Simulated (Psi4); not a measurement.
F$_{3}$Ge (SMILES [F][Ge]([F])[F]), doublet, geometry from GFN2-xTB; Psi4 with MN15/def2-SVP.

Here is a job for Psi4.
```
memory 2 GB

molecule mol {
0 2
F    -1.034034   -1.262326   -0.413136
Ge    0.002856    0.009445    0.381250
F     1.595920   -0.278150   -0.457217
F    -0.572039    1.506892   -0.485203
}

set {
  basis def2-svp
  reference uks
}

energy('mn15')
print_variables()
```

Output, abridged:

```
   => Loading Basis Set <=

    Name: DEF2-SVP
    Role: ORBITAL
    Keyword: BASIS

         ---------------------------------------------------------
                                   SCF
               by Justin Turney, Rob Parrish, Andy Simmonett
                          and Daniel G. A. Smith
                              UKS Reference
         ---------------------------------------------------------

  ==> Geometry <==

    Molecular point group: c1
    Full point group: C1

    Geometry (in Angstrom), charge = 0, multiplicity = 2:

       Center              X                  Y                   Z               Mass
    ------------   -----------------  -----------------  -----------------  -----------------
         F           -1.034173234642    -1.262785401251    -0.431690206045    18.998403162730
         GE           0.002716765358     0.008985598749     0.362695793955    73.921177761000
         F            1.595780765358    -0.278609401251    -0.475771206045    18.998403162730
         F           -0.572178234642     1.506432598749    -0.503757206045    18.998403162730

  Running in c1 symmetry.

  Rotational constants: A =      0.17330  B =      0.17330  C =      0.11250 [cm^-1]
  Rotational constants: A =   5195.45496  B =   5195.45312  C =   3372.69505 [MHz]
  Nuclear repulsion =  296.577872554498526

  Charge       = 0
  Multiplicity = 2
  Electrons    = 59
  Nalpha       = 30
  Nbeta        = 29

  ==> Algorithm <==

  SCF Algorithm Type is DF.
  DIIS enabled.
  MOM disabled.
  Fractional occupation disabled.
  Guess Type is SAD.
  Energy threshold   = 1.00e-06
  Density threshold  = 1.00e-06
  Integral threshold = 1.00e-12

  ==> Primary Basis <==

  Basis Set: DEF2-SVP
    Blend: DEF2-SVP
    Number of shells: 30
    Number of basis functions: 74
    Number of Cartesian functions: 80
    Spherical Harmonics?: true
    Max angular momentum: 2

  ==> DFT Potential <==

   => LibXC <=

    Version 7.1.2
    S. Lehtola, C. Steigemann, M. J. T. Oliveira, and M. A. L. Marques,  SoftwareX 7, 1–5 (2018) (10.1016/j.softx.2017.11.002)

   => Composite Functional: MN15 <=

   MN15 Hybrid Meta-GGA Exchange-Correlation Functional

    H. S. Yu, X. He, S. L. Li, and D. G. Truhlar, Chem. Sci. 7, 5032-5051, 2016

    Deriv               =              1
    GGA                 =           TRUE
    Meta                =           TRUE

    Exchange Hybrid     =           TRUE
    MP2 Hybrid          =          FALSE

   => Exchange Functionals <=

    1.0000   XC_HYB_MGGA_X_MN15

   => Exact (HF) Exchange <=

    0.4400               HF

   => Correlation Functionals <=

    1.0000   XC_MGGA_C_MN15

   => LibXC Density Thresholds  <==

    XC_MGGA_C_MN15:  1.00E-15
    XC_HYB_MGGA_X_MN15:  1.00E-15

   => Molecular Quadrature <=

    Radial Scheme          =       TREUTLER
    Pruning Scheme         =           NONE
    Nuclear Scheme         =       TREUTLER

    Blocking Scheme        =         OCTREE
    BS radius alpha        =              1
    Pruning alpha          =              1
    Radial Points          =             75
    Spherical Points       =            302
    Total Points           =          87265
    Total Blocks           =            726
    Max Points             =            255
    Max Functions          =             72
    Weights Tolerance      =       1.00E-15

   => Loading Basis Set <=

    Name: (DEF2-SVP AUX)
    Role: JKFIT
    Keyword: DF_BASIS_SCF

  ==> Integral Setup <==

  SCF_SUBTYPE=INCORE selected. In-core MEM_DF algorithm will be used.
  Using in-core AOs.

  ==> MemDFJK: Density-Fitted J/K Matrices <==

    J tasked:                   Yes
    K tasked:                   Yes
    wK tasked:                   No
    Algorithm:                 Core
    Schwarz Cutoff:           1E-12
    Mask sparsity (%):       2.4105
    Fitting Condition:        1E-10

   => Auxiliary Basis Set <=

  Basis Set: (DEF2-SVP AUX)
    Blend: DEF2-UNIVERSAL-JKFIT
    Number of shells: 135
    Number of basis functions: 497
    Number of Cartesian functions: 650
    Spherical Harmonics?: true
    Max angular momentum: 5

  Minimum eigenvalue in the overlap matrix is 5.0233621380E-02.
  Reciprocal condition number of the overlap matrix is 1.6647626158E-02.
    Using symmetric orthogonalization.

  ==> Pre-Iterations <==

  SCF Guess: Superposition of Atomic Densities via on-the-fly atomic UHF (no occupation information).

   -------------------------
    Irrep   Nso     Nmo
   -------------------------
     A         74      74
   -------------------------
    Total      74      74
   -------------------------

  ==> Iterations <==

                           Total Energy        Delta E     RMS |[F,P]|

   @DF-UKS iter SAD: -2371.99510297249844   -2.37200e+03   0.00000e+00
   @DF-UKS iter   1: -2375.06449442442636   -3.06939e+00   3.08936e-02 DIIS/ADIIS
   @DF-UKS iter   2: -2374.55761539413152    5.06879e-01   4.41339e-02 DIIS/ADIIS
   @DF-UKS iter   3: -2376.10384725005133   -1.54623e+00   2.37648e-03 DIIS/ADIIS
   @DF-UKS iter   4: -2376.10503103447491   -1.18378e-03   2.05280e-03 DIIS/ADIIS
   @DF-UKS iter   5: -2376.11259220033162   -7.56117e-03   7.45883e-05 DIIS
   @DF-UKS iter   6: -2376.11262638966991   -3.41893e-05   1.81656e-05 DIIS
   @DF-UKS iter   7: -2376.11263028459462   -3.89492e-06   8.18195e-06 DIIS
   @DF-UKS iter   8: -2376.11263109406082   -8.09466e-07   1.71454e-06 DIIS
   @DF-UKS iter   9: -2376.11263113521318   -4.11524e-08   6.99568e-07 DIIS
  Energy and wave function converged.

  ==> Post-Iterations <==

   Electrons on quadrature grid:
      Nalpha   =   30.0000035548 ; deviation = 3.555e-06
      Nbeta    =   29.0000048677 ; deviation = 4.868e-06
      Ntotal   =   59.0000084225 ; deviation = 8.423e-06

   @Spin Contamination Metric:   3.068526410E-03
   @S^2 Expected:                7.500000000E-01
   @S^2 Observed:                7.530685264E-01
   @S   Expected:                5.000000000E-01
   @S   Observed:                5.000000000E-01

    Orbital Energies [Eh]
    ---------------------

    Alpha Occupied:

[...]
    Alpha Virtual:

[...]
    Beta Occupied:

[...]
    Beta Virtual:

[...]
    Final Occupation by Irrep:
              A
    DOCC [    29 ]
    SOCC [     1 ]
    NA   [    30 ]
    NB   [    29 ]

  @DF-UKS Final Energy: -2376.11263113521318

   => Energetics <=

    Nuclear Repulsion Energy =            296.5778725544985264
    One-Electron Energy =               -3901.6356777739310928
    Two-Electron Energy =                1292.0866691974811147
    DFT Exchange-Correlation Energy =     -63.1414951132622022
    Empirical Dispersion Energy =           0.0000000000000000
    VV10 Nonlocal Energy =                  0.0000000000000000
    Total Energy =                      -2376.1126311352136327

  UHF NO Occupations:
  HONO-2 :   28  A 1.9996893
  HONO-1 :   29  A 1.9991789
  HONO-0 :   30  A 1.0000000
  LUNO+0 :   31  A 0.0008211
  LUNO+1 :   32  A 0.0003107
  LUNO+2 :   33  A 0.0003102
  LUNO+3 :   34  A 0.0000260

Computation Completed

Properties will be evaluated at   0.000000,   0.000000,   0.000000 [a0]

Properties computed using the SCF density matrix

 Multipole Moments:

 ------------------------------------------------------------------------------------
     Multipole            Electronic (a.u.)      Nuclear  (a.u.)        Total (a.u.)
 ------------------------------------------------------------------------------------

 L = 1.  Multiply by 2.5417464519 to convert [e a0] to [Debye]
 Dipole X            :          0.0253818           -0.0154955            0.0098863
 Dipole Y            :          0.0837864           -0.0512506            0.0325358
 Dipole Z            :          3.3844968           -2.0686873            1.3158096
 Magnitude           :                                                    1.3162489

 ------------------------------------------------------------------------------------

  Variable Map:
  ----------------------------------------------------------------------------
[...]
  Array Variable Map:
  ----------------------------------------------------------------------------
[...]
[...]
```
